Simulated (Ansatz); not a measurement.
Molecule: C$_{2}$H$_{9}$NSi, net charge 0, singlet state. 
Coordinates optimised at B3LYP-D3(BJ)/def2-TZVP (Ansatz, a program for electronic structure):
```xyz
13

Si    -0.7131    -0.8091    -0.8012
N      0.0627     0.2883     0.2745
C      0.6908     1.5002    -0.2175
H      0.2163     1.8262    -1.1440
H      0.5848     2.3084     0.5148
H      1.7649     1.3700    -0.4139
C      0.5895    -0.1604     1.5498
H      0.4823     0.6268     2.3044
H      0.0418    -1.0356     1.9016
H      1.6554    -0.4257     1.4972
H      0.2051    -1.6924    -1.5785
H     -1.4930    -0.0165    -1.7804
H     -1.5950    -1.6897     0.0003
```
Charge 0, spin multiplicity 1.

Basis-set convergence of Hartree-Fock and CCSD(T) correlation energies (hartree) with Ansatz. Correlated levels leave the core frozen unless marked. No spin-orbit coupling. Non-relativistic.

```
basis        functions       E(HF)  E(corr, CCSD(T))  rough core time
-----------  ---------  ----------  ----------------  ---------------
cc-pV(D+d)Z        110  -424.36815          -0.64636       under 20 s
cc-pV(T+d)Z        255  (withheld)        (withheld)          2.9 min
```

**Question.** Complete the blanks.

**Answer.** 
- cc-pV(T+d)Z, E(HF): -424.42413
- cc-pV(T+d)Z, E(corr, CCSD(T)): -0.77888
